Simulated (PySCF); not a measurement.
CH6GeO3, SMILES [CH3][Ge]([OH])([OH])[OH]. Geometry: PBE-D3(BJ)/def2-SVP. The values are those of a single conformer.

Give the equilibrium geometry at PBE-D3(BJ)/def2-SVP (PySCF confirms it by a frequency run) as bond lengths and angles, and its point group. (Estimate from the structure and the level; the computed values follow.)

Several could match; the one computed here: point group C3.
Atoms: C1 Ge2 O3 O4 O5 H6 H7 H8 H9 H10 H11. Bonds (Å): C1–Ge2 1.936, C1–H6 1.106, C1–H7 1.106, C1–H8 1.106, Ge2–O3 1.798, Ge2–O4 1.798, Ge2–O5 1.798, O3–H9 0.976, O4–H10 0.976, O5–H11 0.976. Angles (°): Ge2–C1–H6 109.5, Ge2–C1–H7 109.5, Ge2–C1–H8 109.5, H6–C1–H7 109.4, H6–C1–H8 109.4, H7–C1–H8 109.4, C1–Ge2–O3 111.5, C1–Ge2–O4 111.5, C1–Ge2–O5 111.5, O3–Ge2–O4 107.3, O3–Ge2–O5 107.3, O4–Ge2–O5 107.3, Ge2–O3–H9 108.2, Ge2–O4–H10 108.2, Ge2–O5–H11 108.2.
